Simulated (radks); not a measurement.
These are the eigenvalues of the occupied orbitals of an atom or ion with whole-number occupations (eV). Calculated with a radial shooting solver on a logarithmic mesh with Libxc functionals: scalar-relativistic Kohn-Sham, PBE, spin-unpolarised, spherical densities, point nucleus.

orbital  eigenvalue
1s        -86325.00
2s        -15927.00
2p        -13791.50
3s        -4309.106
3p        -3694.232
3d        -3059.605
4s        -1454.360
4p        -1248.625
4d        -1009.041
4f        -745.4266

Which element is it, and in what charge state? The configuration may be excited.

Answer. Z = 81, thallium, charge +24: Tl24+ in [Kr] 4d10 4f11. The list shows which subshells hold electrons but not how many an open one holds; the 1s level, -3172.4 hartree, gives Z - s = 79.7 by -(Z - s)^2/2, which with screening and relativity narrows Z to a few neighbours, and the depths of the outer levels then fix element, charge and occupations together.
